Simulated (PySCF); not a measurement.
## Energy of Sc (scandium, neutral) between two integer charges

The 4s beta orbital of [Ar] 3d1 4s2 is emptied in steps (occupation f), with all orbitals relaxed, ending at [Ar] 3d1 4s1. All numbers are calculated (PySCF 2.14, the non-relativistic Hamiltonian (point nucleus), in def2-TZVP (6s4p4d1f, 45 functions)). The exact energy is a straight line in f; departures are measured from the line between the end points of the same method.

| f | PBE0 (eV) | r2SCAN (eV) |
| --- | --- | --- |
| 1 | 0.000 | 0.000 |
| 0.8 | -0.265 | -0.330 |
| 0.6 | -0.390 | -0.478 |
| 0.4 | -0.375 | -0.447 |
| 0.2 | -0.228 | -0.256 |
| 0 | 0.000 | 0.000 |

| method | E(f=0) − E(f=1) (eV) | −ε at f=1 (eV) | −ε at f=0.4 (eV) |
| --- | --- | --- | --- |
| PBE0 | 6.244 | 4.569 | 6.670 |
| r2SCAN | 6.052 | 3.952 | 6.645 |

Orbital energy along the path (eV):

```json
{"f": "1", "PBE0": "-4.569", "r2SCAN": "-3.952"}
{"f": "0.8", "PBE0": "-5.267", "r2SCAN": "-4.855"}
{"f": "0.6", "PBE0": "-5.971", "r2SCAN": "-5.764"}
{"f": "0.4", "PBE0": "-6.670", "r2SCAN": "-6.645"}
{"f": "0.2", "PBE0": "-7.243", "r2SCAN": "-7.292"}
{"f": "0", "PBE0": "-7.211", "r2SCAN": "-6.993"}
```

As f goes to zero the orbital energy of a semilocal functional can turn back, because the density of that orbital vanishes from the exchange-correlation potential.

Reference removal energy between the ground levels: 6.561 eV (measured; NIST Atomic Spectra Database, ionization energies). The calculation has no spin-orbit coupling.
